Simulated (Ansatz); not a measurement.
Relaxation of H3O2PSiZn (8 atoms, charge 0, multiplicity 1), to a largest force component of 0.015 eV/Å in at most 40 steps.

All numbers below come from RKS PBE0-D4/def2-SVP (Ansatz).

```xyz
8
Properties=species:S:1:pos:R:3:forces:R:3
O -0.901 0.167 1.576 -0.15 2.92 0.55
Si -0.098 -0.467 0.238 1.70 -1.16 0.73
Zn 1.815 0.592 1.299 0.93 -1.59 0.28
O -1.129 -1.201 -0.829 -1.44 -0.64 0.04
P -0.934 0.291 -1.671 0.81 -0.18 -0.88
H -0.673 1.178 1.578 -0.99 -3.02 0.12
H 0.719 1.242 0.566 -0.58 3.09 -0.88
H 0.190 -0.211 -2.467 -0.28 0.58 0.04
```

Question: Where does it end, and by what steps?

Answer: It converged. After 36 steps the energy has fallen by 3.759 eV; H7 moved furthest, 2.52 Å.

```csv
step,energy less start (eV),largest force component (eV/Å),accepted
0,0.0000,3.087,yes
2,-1.2169,0.826,yes
4,-1.7695,0.815,yes
6,-2.2431,0.667,yes
8,-2.6390,0.490,yes
10,-2.9974,0.666,yes
12,-3.3296,0.421,yes
14,-3.5656,0.325,yes
16,-3.5380,0.716,no
18,-3.6087,0.115,yes
20,-3.6097,0.058,yes
22,-3.6110,0.199,yes
24,-3.6149,0.460,yes
26,-3.6305,0.169,yes
28,-3.6883,0.403,yes
30,-3.7462,0.186,yes
32,-3.7475,0.343,no
34,-3.7584,0.098,yes
36,-3.7589,0.006,yes
```

```xyz
8
Properties=species:S:1:pos:R:3
O -1.384 0.406 1.571
Si -0.398 0.157 0.260
Zn 1.767 1.005 0.691
O -0.532 -1.350 -0.493
P -1.270 -0.303 -1.708
H -2.293 0.089 1.519
H 3.189 1.582 0.933
H -0.091 0.005 -2.482
```

Time of the run: 2.5 min on 2 threads of Arm Neoverse V1, on a shared host, peak memory 0.27 GiB.
